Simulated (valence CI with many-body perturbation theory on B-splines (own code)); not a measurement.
## A CI+MBPT run for Yb⁶³⁺

Calculated by valence CI with perturbative core correlation (CI+MBPT): five valence electrons over a frozen Dirac-Fock core [He], a basis of 9 s, 9 p, 8 d, 6 f, 3 g, 1 h functions for each j, with the one-electron correlation potential Σ1 (screened to all orders), the two-electron term Σ2, the three-electron term Σ3, Breit, model QED; selected single and double excitations, second order for the rest (own B-spline code, finite nucleus).

Command, and the settings that its task file holds:

```sh
python run_cv.py task.json out
```

```
atom Yb  Z=70  mass_number=174  rms_radius_fm=5.3108
core [He]
valence 2s2 2p3
avg = 1
basis = M
breit = 1
cap = 40000
capref = 1200
cscale = 1
de = 0.0
dress = 0
eps = 2e-08
h = 0.27
hh = 1
l2 = 3
lcore = 6
maxit = 60
n2 = 5
natural = 1
nlev = 45
nno = [5, 5, 5, 4, 2, 1]
nroot = 26
nsp = [4, 4, 3, 2, 1, 0]
pt2 = 1
qed = 1
rpa = 1
s1 = 1
s2 = 1
s3 = 1
screen = 1
tol = 2e-05
```

It took 2.7 min on 1 thread of Arm Neoverse V2 (shared host).

Log. The first blocks belong to the next ion, which gives the ionisation energy. Fields: 2J, parity (1 odd), roots, reference size, generating configurations, candidates as configurations/state functions, variational space P, stored matrix elements, Davidson steps; e2 is the range of second-order energies in hartree. The first line gives the box (bohr), its intervals, the orbitals and the steps of their self-consistent field. Window is the range of levels sought, series limit the energy at which the first omitted orbital would enter, core excitation an estimate of the first excitation out of the core, left out the lowest levels not solved, and shifts from estimates the range by which levels moved from their first estimate, all in cm⁻¹.

```
rmax 1.3 intervals 54 orbitals 63 references ['2s2 2p3', '2s 2p4', '2p5'] scf 2 t 0.4
2J=0 par=0 roots 2 ref 28 generators 3 cand 3355/4621 P 2016/2867 nnz 1.1e+06 it 4
2J=0 par=0 roots 2 ref 28 generators 4 cand 1365/1782 P 2369/3370 nnz 1.5e+06 it 4
   second order: generators 5 cand 2630/4479 e2 -0.00001 -0.00000
reference levels 619, estimated 430, window 76401467 1/cm; series limit 99746656, core excitation 419951406
2J=3 par=1 roots 16 ref 100 generators 15 cand 27672/205097 P 2039/7999 nnz 5.1e+06 it 5
2J=3 par=1 roots 16 ref 100 generators 22 cand 27395/209357 P 7333/39997 nnz 7.7e+07 it 10
   second order: generators 23 cand 23918/197745 e2 -0.00525 -0.00092
2J=5 par=1 roots 10 ref 85 generators 11 cand 26687/242758 P 1869/8000 nnz 5.7e+06 it 5
2J=5 par=1 roots 10 ref 85 generators 16 cand 27352/250902 P 6413/39999 nnz 8.5e+07 it 7
   second order: generators 21 cand 29627/272599 e2 -0.00424 -0.00214
2J=1 par=1 roots 11 ref 66 generators 14 cand 24930/119552 P 2796/7999 nnz 4.2e+06 it 5
2J=1 par=1 roots 11 ref 66 generators 20 cand 23453/115257 P 10127/39995 nnz 7.2e+07 it 7
   second order: generators 25 cand 25748/130639 e2 -0.00106 -0.00014
2J=5 par=0 roots 12 ref 75 generators 12 cand 27481/234102 P 2039/7996 nnz 5.4e+06 it 7
2J=5 par=0 roots 12 ref 75 generators 20 cand 28101/253718 P 6719/39997 nnz 8.3e+07 it 8
   second order: generators 22 cand 26834/250215 e2 -0.00523 -0.00216
2J=1 par=0 roots 12 ref 61 generators 13 cand 23305/108809 P 2832/7999 nnz 4.4e+06 it 5
2J=1 par=0 roots 12 ref 61 generators 21 cand 23469/115299 P 10316/39999 nnz 7.1e+07 it 5
   second order: generators 25 cand 21717/105970 e2 -0.00107 -0.00011
2J=3 par=0 roots 15 ref 85 generators 12 cand 26835/194396 P 1966/7997 nnz 5.4e+06 it 7
2J=3 par=0 roots 15 ref 85 generators 20 cand 27466/209400 P 7198/39994 nnz 7.9e+07 it 10
   second order: generators 22 cand 25600/201637 e2 -0.00485 -0.00148
2J=7 par=1 roots 5 ref 54 generators 7 cand 21721/220393 P 1851/7998 nnz 5.8e+06 it 5
2J=7 par=1 roots 5 ref 54 generators 10 cand 21402/217403 P 5970/39997 nnz 9.6e+07 it 5
   second order: generators 12 cand 20573/203890 e2 -0.00242 -0.00146
2J=7 par=0 roots 5 ref 40 generators 6 cand 20902/206779 P 1887/7991 nnz 5.6e+06 it 5
2J=7 par=0 roots 5 ref 40 generators 9 cand 21304/217212 P 5823/39990 nnz 9.7e+07 it 5
   second order: generators 11 cand 18186/187307 e2 -0.00234 -0.00124
2J=9 par=0 roots 2 ref 18 generators 4 cand 12909/124560 P 1725/7967 nnz 7e+06 it 4
2J=9 par=0 roots 2 ref 18 generators 5 cand 12633/120704 P 5484/39140 nnz 1.4e+08 it 5
   second order: generators 6 cand 11354/143138 e2 -0.00020 -0.00007
2J=9 par=1 roots 2 ref 22 generators 3 cand 11439/120530 P 1728/7998 nnz 6.4e+06 it 4
2J=9 par=1 roots 2 ref 22 generators 4 cand 11088/116628 P 5092/39998 nnz 1.3e+08 it 5
   second order: generators 4 cand 7724/84628 e2 -0.00047 -0.00023
left out: unestimated 91606176, estimated 83019252, shifts from estimates -186 to 210
operators 0.1
```

The Davidson iterations converged.

No measured spectrum was set against this ion. As an estimate, large intervals hold to a few tenths of a per cent, small ones and those within an open d or f shell to about a per cent. Among the levels kept, up to 1100 cm⁻¹ of a level comes from second order outside the variational space, and about a tenth of that is noise between levels of different J, which matters for small intervals.

```yaml
Valence_energy: -3011.184 hartree
Ionisation_energy: "14753 eV (NIST: 14752 ± 19 eV (theoretical))"
Reference_configurations_for_the_orbitals: 2s2 2p3, 2s 2p4, 2p5
Radial_orbitals: 63
Box_radius: 1.317 bohr
Largest_variational_space: 39999
Lowest_levels: (2s^2 2p1/2^2 2p3/2) J=3/2 0.00, (2s^2 2p1/2 2p3/2^2) J=3/2 8637.9, (2s^2 2p1/2 2p3/2^2) J=5/2 8822.4, (2s^2 2p1/2 2p3/2^2) J=1/2 9208.9, (2s 2p1/2^2 2p3/2^2) J=5/2 11199, (2s 2p1/2^2 2p3/2^2) J=1/2 11992, (2s 2p1/2^2 2p3/2^2) J=3/2 12003, (2s^2 2p3/2^3) J=3/2 17865, (2s 2p1/2 2p3/2^3) J=3/2 [a] 20045, (2s 2p1/2 2p3/2^3) J=5/2 20367, (2s 2p1/2 2p3/2^3) J=1/2 20842, (2s 2p1/2 2p3/2^3) J=3/2 [b] 20914, (2p1/2^2 2p3/2^3) J=3/2 23741, (2s 2p3/2^4) J=1/2 29622 × 10³ cm⁻¹
```

Levels are named by their leading jj configuration (3d3/2^4 stands for four electrons in 3d with j = 3/2), which in mixed levels can hold well under half, so a name can repeat and another be missing. Letters in brackets count levels of one name in rising energy.
